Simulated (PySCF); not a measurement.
EPR parameters of C6H8NO

Compound: C₆H₈NO (doublet state).
Atom-mapped SMILES: `[CH3:1]/[CH:2]=[C:3]1/[CH2:4][C:5]1[NH:6][CH:7]=[O:8]` (hydrogens: H9, H10, H11 on C1; H12 on C2; H13, H14 on C4; H15 on N6; H16 on C7)

Geometry (GFN2-xTB, Å), atoms numbered from 1 in this order:
```
atom  x, y, z in Å
C1    -2.6054    0.4708    0.3302
C2    -1.8082   -0.7401   -0.0212
C3    -0.4701   -0.7466   -0.1064
C4     0.7760   -1.5451   -0.3767
C5     0.7374   -0.1128   -0.0241
N6     1.4696    0.9992    0.1861
C7     2.8383    1.0559    0.1140
O8     3.5606    0.1239   -0.1425
H9    -1.9587    1.3267    0.5065
H10   -3.1985    0.2886    1.2276
H11   -3.3004    0.7167   -0.4740
H12   -2.3578   -1.6498   -0.2127
H13    1.0199   -1.8369   -1.3934
H14    1.1246   -2.2646    0.3575
H15    0.9622    1.8461    0.4132
H16    3.2028    2.0769    0.3226
```

The hyperfine couplings belong to this conformer and change with its torsions.

Method: UKS B3LYP, pcH-1 on C H N O, non-relativistic, mean-field spin-orbit, GIAO (PySCF 2.14.0). One conformer (not necessarily the lowest) at the GFN2-xTB geometry, without solvent, vibrations or thermal averaging. Couplings are sensitive to structure, and on GFN2-xTB geometries they can be far from those on DFT ones. Stability of the SCF solution: not tested.

- g1, g2, g3: 2.00214, 2.00310, 2.00366
- g_iso: 2.00297
- Form of g: rhombic: the two nearest values differ by 37 % of g3 − g1
- ⟨S²⟩: 0.7696 (exact 0.7500)
- HOMO–LUMO gap, α and β orbitals: 4.49, 4.90 eV

Isotropic coupling and dipolar principal values T1 to T3, in MHz; ρ(0) is the spin density at the nucleus:

| atom | isotope | a_iso | T1 | T2 | T3 | Mulliken spin population | ρ(0) (bohr⁻³) |
| --- | --- | --- | --- | --- | --- | --- | --- |
| C1 | 13C | -17.1 | -1.0 | 0.5 | 0.6 | -0.04 | -0.0152 |
| C2 | 13C | 44.2 | -41.1 | -40.0 | 81.1 | 0.53 | 0.0393 |
| C3 | 13C | -44.7 | -24.0 | 5.9 | 18.0 | -0.20 | -0.0397 |
| C4 | 13C | -17.2 | -2.4 | -0.4 | 2.8 | -0.04 | -0.0153 |
| C5 | 13C | 59.5 | -50.8 | -46.3 | 97.1 | 0.55 | 0.0529 |
| N6 | 14N | -2.2 | -2.7 | -2.2 | 4.9 | 0.01 | -0.0069 |
| C7 | 13C | 0.7 | -4.4 | -3.1 | 7.4 | 0.04 | 0.0006 |
| O8 | 17O | -6.4 | -27.8 | 13.5 | 14.3 | 0.09 | 0.0106 |
| H9 | 1H | 1.4 | -2.5 | -1.1 | 3.6 | 0.00 | 0.0003 |
| H10 | 1H | 50.9 | -2.7 | -2.0 | 4.7 | 0.02 | 0.0114 |
| H11 | 1H | 51.4 | -2.7 | -2.0 | 4.7 | 0.02 | 0.0115 |
| H12 | 1H | -33.9 | -19.2 | -0.4 | 19.6 | -0.02 | -0.0076 |
| H13 | 1H | 63.0 | -2.5 | -1.6 | 4.1 | 0.03 | 0.0141 |
| H14 | 1H | 63.7 | -2.5 | -1.7 | 4.2 | 0.03 | 0.0143 |
| H15 | 1H | -3.5 | -3.5 | -2.5 | 6.0 | 0.00 | -0.0008 |
| H16 | 1H | -6.6 | -3.3 | -1.7 | 5.0 | 0.00 | -0.0015 |

The Mulliken spin populations are largest on C5 (+0.55), C2 (+0.53), C3 (-0.20) and O8 (+0.09). The positive populations add up to 1.31 and the negative ones to -0.31, together 2S = 1. The angles at C5 add up to 360.0°, so it is planar.

C5, the radical centre as drawn in `C/C=C1/C[C]1NC=O`, holds a spin population of +0.55 out of 1.

Axes: g2 points within 8° of the C4–C5 bond and g3 points within 5° of the C2–C3 bond.

Under fast tumbling the dipolar parts average out, and these isotropic splittings remain: 2 × 1H (H13/H14, I = 1/2, 3 lines) with 2.26 mT, 3 × 1H (H9/H10/H11, I = 1/2, 4 lines) with 1.23 mT, 1 × 1H (H12, I = 1/2, 2 lines) with 1.21 mT, 1 × 1H (H16, I = 1/2, 2 lines) with 0.23 mT, 1 × 1H (H15, I = 1/2, 2 lines) with 0.12 mT and 1 × 14N (N6, I = 1, 3 lines) with 0.08 mT.

Nuclei that the bonding pattern makes equivalent are averaged, as if the motion that swaps them (rotation, inversion, ring flip) were fast. The three 1H nuclei of mean +34.6 MHz run from 1.4 to 51.4 MHz in the frozen geometry.

The 17O coupling of O8 (-6.4 MHz) shows only in satellite lines or after enrichment, since that isotope makes up about 0.038 % of natural oxygen.

The 13C coupling of C5 (59.5 MHz) shows only in satellite lines or after enrichment, since that isotope makes up about 1.07 % of natural carbon.

Time: 82 s wall (with the writing of density and orbital grids); peak memory 1.0 GiB. Hardware: one thread, Arm Neoverse V1 (aarch64), no GPU, shared host.
